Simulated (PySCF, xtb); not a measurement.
(3Z)-hexa-1,3-dien-5-yne (C6H6), SMILES C#C/C=C\C=C. Other conformers were not sampled.

Harmonic wavenumbers (cm⁻¹) from xtb 6.7.1 with GFN2-xTB at its own minimum, in rising order: 118, 123, 228, 278, 399, 408, 601, 601, 674, 710, 808, 882, 908, 920, 991, 1020, 1133, 1234, 1267, 1343, 1417, 1617, 1656, 2240, 3041, 3059, 3070, 3097, 3131, 3395.

Question: What does B3LYP-D3(BJ)/def2-SVP in PySCF 2.14.0 give at its own minimum? (The exact figures need the calculation; the answer reports its results.)

Answer: 128, 144, 273, 306, 429, 482, 661, 697, 697, 713, 810, 903, 939, 988, 994, 1046, 1157, 1253, 1303, 1379, 1453, 1639, 1701, 2200, 3137, 3151, 3163, 3171, 3238, 3471. Paired by order, the mean absolute difference is 44 cm⁻¹ and the zero-point energies are 57.7 and 59.5 kcal/mol.
